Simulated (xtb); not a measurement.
Job for xtb: GFN-FF on GaH3S (SMILES [SH][GaH2]), a point of a torsion scan.

```
$ xtb mol.xyz --gfnff --sp --chrg 0 --uhf 0
5

S      1.50103033    -0.61104403     0.47201788
Ga    -0.63444868    -0.18362337     0.11780840
H      1.87432424     0.31407106    -0.41231610
H     -1.05744080     0.91963733    -0.91599564
H     -1.78585161    -0.93875024     0.85817837
```

### Question
Predict the final total energy.

### Answer
-0.3703 hartree.
